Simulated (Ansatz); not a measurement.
Molecule (SMILES): O=[P] (O-P), doublet.
Atoms: P1, O2. Bonds: P1-O2.

How fast the highest harmonic wavenumber converges with the basis for several methods (Ansatz, a quantum-chemistry and plane-wave program): deviation from each method's own reference, in cm⁻¹. References: CCSD(T) 1236 cm⁻¹, the value in cc-pV(Q+d)Z; HF 1436 cm⁻¹, the value in aug-cc-pV(Q+d)Z; MP2 1265 cm⁻¹, the value in aug-cc-pV(Q+d)Z; PBE 1201 cm⁻¹, the value in aug-cc-pV(Q+d)Z; PBE0 1288 cm⁻¹, the value in aug-cc-pV(Q+d)Z. All functions are spherical. In correlated methods cores are frozen. Open shells are unrestricted. No added dispersion term, no relativity. Each level at its own minimum, unscaled; the references are large sets that could be run, not limits.

```
basis              functions  CCSD(T)  HF  MP2  PBE  PBE0
-----------------  ---------  -------  --  ---  ---  ----
def2-TZVP                 68       -9   0   15    0     0
cc-pV(T+d)Z               69       -3   5   49    2     3
def2-TZVPP                73       -8   0   21   -1    -1
6-311++G(3df,3pd)         86      -11  -2  -41   -3    -2
jun-cc-pV(T+d)Z           87      -10   0   14   -1     0
def2-TZVPPD               88      -12  -3   26   -2    -2
aug-cc-pV(T+d)Z          101      -12  -1   37   -1     0
cc-pV(Q+d)Z              119        0   1   10    1     1
```

Mean absolute deviation over def2-TZVP, cc-pV(T+d)Z, def2-TZVPP, 6-311++G(3df,3pd), jun-cc-pV(T+d)Z, def2-TZVPPD, aug-cc-pV(T+d)Z: PBE 1, PBE0 1, HF 2, CCSD(T) 9, MP2 29 cm⁻¹.
